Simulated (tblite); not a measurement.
Compound: C6H6F3P.
Bonds: F1–C2, C2–F3, C2–C4 (double), C4–F5, C4–P6, P6–C7, C7–C8 (double), C8–C9, C9–C10, P6–C10. Hydrogens: H11 on C7; H12 on C8; H13, H14 on C9; H15, H16 on C10.

The geometry is computed with GFN2-xTB (gas phase).

Task: Give the optimised bond lengths and angles.

Result: 
```csv
bond,length (pm)
F1–C2,133.0
C2–F3,132.7
C2=C4,132.7
C4–F5,134.7
C4–P6,185.5
P6–C7,182.7
C7=C8,132.6
C8–C9,149.5
C9–C10,153.2
P6–C10,186.2
C7–H11,107.6
C8–H12,108.0
"C9–H13, C9–H14",109.3
"C10–H15, C10–H16",109.2
```

Bonds in one row agree within 1 pm and their mean is given. A selection of angles:
```csv
angle,degrees
F1–C2–F3,110.7
F1–C2–C4,121.8
F3–C2–C4,127.5
C2–C4–F5,119.0
C2–C4–P6,123.5
F5–C4–P6,117.1
C4–P6–C7,96.5
C4–P6–C10,97.2
C7–P6–C10,89.4
P6–C7–C8,113.4
C7–C8–C9,116.9
C8–C9–C10,107.4
P6–C10–C9,107.9
```

Torsions: F1–C2–C4–F5 179° (antiperiplanar); C2–C4–P6–C7 -59° (synclinal); C4–P6–C7–C8 -86° (synclinal); P6–C7–C8–C9 1° (synperiplanar); C7–C8–C9–C10 -16° (synperiplanar); C8–C9–C10–P6 23° (synperiplanar); C4–P6–C10–C9 77° (synclinal). The mirror-image conformer, all signs reversed, is as good.

The 3 C–P bonds span 1.827 Å (P6–C7, drawn single) to 1.862 Å (P6–C10, drawn single), a spread of 0.035 Å. The 5-membered ring P6–C7–C8–C9–C10 has internal angles of 89.4° to 116.9°; it is puckered, 0.11 Å rms from its mean plane, widest ring torsion 23°. P6 (phosphine phosphorus) is pyramidal (angles 97.2°, 96.5° and 89.4°, sum 283.1°, 0.98 Å off the plane of its three neighbours). Of the pairs four or more bonds apart, F5···H16 is among the closest relative to their van der Waals radii: 2.49 Å, 93 % of the sum of Bondi's values. The 4 C–C bonds span 1.326 Å (C7=C8, drawn double) to 1.532 Å (C9–C10, drawn single), a spread of 0.206 Å. The C–F distances run from 1.327 Å (C2–F3, drawn single) to 1.347 Å (C4–F5, drawn single), a spread of 0.020 Å.

Point group: C1 (no symmetry element, even within 0.4 Å). Its GFN2-xTB frequencies are all real (lowest 19 cm⁻¹). One conformer, not necessarily the lowest. 3 starts were optimised and ended at 0.00, 0.00 and 0.02 kcal/mol (GFN2-xTB); the lowest of these is shown.
